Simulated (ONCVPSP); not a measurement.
**u(r) = r·R(r): atom against pseudo-atom (H (Z = 1))**

Columns: radius, all-electron u(r) and pseudo u(r) of the 1s shell (level -12.68 eV) of hydrogen in the configuration 1s0.5; PBE, scalar-relativistic, ONCV scheme, ONCVPSP 4.0.1.

| r (bohr) | all-electron | pseudo |
| --- | --- | --- |
| 0.060 | 0.1219 | 0.0916 |
| 0.120 | 0.2292 | 0.1809 |
| 0.180 | 0.3231 | 0.2665 |
| 0.240 | 0.4048 | 0.3481 |
| 0.300 | 0.4752 | 0.4255 |
| 0.360 | 0.5356 | 0.4975 |
| 0.420 | 0.5867 | 0.5622 |
| 0.480 | 0.6294 | 0.6179 |
| 0.540 | 0.6647 | 0.6644 |
| 0.600 | 0.6932 | 0.7028 |
| 0.660 | 0.7156 | 0.7341 |
| 0.720 | 0.7326 | 0.7583 |
| 0.780 | 0.7447 | 0.7740 |
| 0.840 | 0.7525 | 0.7803 |
| 0.900 | 0.7565 | 0.7780 |
| 0.960 | 0.7571 | 0.7700 |
| 1.020 | 0.7546 | 0.7603 |
| 1.080 | 0.7496 | 0.7511 |
| 1.140 | 0.7423 | 0.7424 |
| 1.200 | 0.7330 | 0.7330 |
| 1.260 | 0.7220 | 0.7220 |
| 1.320 | 0.7096 | 0.7096 |
| 1.380 | 0.6960 | 0.6960 |
| 1.440 | 0.6813 | 0.6813 |
| 1.500 | 0.6658 | 0.6658 |
| 1.560 | 0.6497 | 0.6497 |

(1) How many radial nodes do the two functions have?

(2) At about which radius was the pseudo-wave matched?

(3) Where does each function peak?

(4) Is the pseudo-wave norm-conserving?

## Answers

(1) The all-electron 1s function has n − l − 1 = 0; the pseudo-wave has 0.

(2) 1.20 bohr, where the columns begin to agree (steps of 0.06 bohr).

(3) Outermost all-electron maximum near 0.96 bohr, pseudo maximum near 0.84 bohr (to the table’s step).

(4) Yes: the ONCV scheme keeps the norm inside the radius equal to the all-electron one, which fixes the energy derivative of the logarithmic derivative at the level.
